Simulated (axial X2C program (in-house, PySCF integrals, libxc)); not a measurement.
**Nuclear properties of MnYb**

Calculated with an in-house all-electron X2C program for linear molecules (integrals from PySCF): two-component X2C with atomic mean-field Coulomb and Gaunt terms, Gaussian nuclei, basis Yb dyall-cv3z, Mn dyall-cv3z with contracted cores.

R = 3.875 Å (near the PBE0 minimum at charge 0 of the determinant lowest at the starting distance; the state shown can have its own minimum elsewhere).

Input and command:
```json
{"zs": [70, 25], "q": 0, "bas": ["dyall-cv3z", "dyall-cv3z"], "r0": 2.89, "levels": ["PBE0", "HF", "r2SCAN", "TPSSh", "LDA"], "nst": 2}
```
```bash
python soeom.py task.json out
```

Keys: zs atomic numbers; q charge; bas basis sets; r0 starting distance in Å; levels methods; nst determinants followed.

Determinant lowest in the PBE0 search, Ω = 5/2 (⟨Sz⟩ = 2.50, ⟨Lz⟩ = 0.00 at PBE0), spin on the atoms Yb -0.02, Mn 2.52:

```tsv
level	Eeff magnitude (GV/cm)	Ws magnitude Yb (kHz)	A∥/gI Yb (MHz)	qzz Yb (a.u.)	A∥/gI Mn (MHz)	qzz Mn (a.u.)	μ (D)
PBE0	1.85	0.623	-23.3	-0.56	151	-0.22	-0.37
HF	34.9	12.1	-70.3	-1.02	117	-0.34	0.37
r2SCAN	4.26	1.45	12.2	-0.56	274	-0.30	-0.48
TPSSh	1.83	0.596	1.98	-0.62	169	-0.27	-0.52
LDA	1.11	0.412	136	-0.39	199	-0.30	-1.43
```

Eeff is the effective electric field on the electron electric dipole moment in this Ω state and Ws the scalar–pseudoscalar constant of the nucleus named (defined with the proton number Z and per Ω); A∥ (defined per Ω) follows by multiplying with gI = μI/(I μN); qzz is the electric field gradient, eQq0 = 234.96 MHz × Q/barn × qzz; μ is positive if the Mn end (last atom) is positive. The operators were transformed with the bare-nucleus X2C matrices; with these basis sets, hyperfine constants and field gradients can be off by tens of per cent, and where levels differ in sign neither size nor sign is settled.

Task: With Q(55Mn) = 0.33 barn (Q from Pyykkö, Mol. Phys. 2018), turn the PBE0 values of the first state into constants in MHz.

Result: eQq0(55Mn) = 234.96 × (0.33) × (-0.22) = -17.1 MHz.

Each state is one determinant with collinear spin, which with several unpaired electrons need not be a pure state. Unrestricted Hartree–Fock can overshoot spin polarisation at the nuclei. In the state Ω = 5/2 the sign of Eeff differs between levels (LDA against PBE0). This is the top spin component of a Σ state; components of lower Ω are not single determinants and can lie lower. With several open shells hyperfine constants can be off by a factor of several. Where Eeff spreads by more than a factor of two the levels disagree and none is to be relied on. The search compared states at one distance, so a state with another bond length can lie lower. The sign of Ws at Yb differs between levels in the first state. Further determinants of the search, some of them spin-mixed, are not shown. Where a field gradient or hyperfine factor spreads by more than a factor of two over the levels, a constant derived from it is not to be relied on.
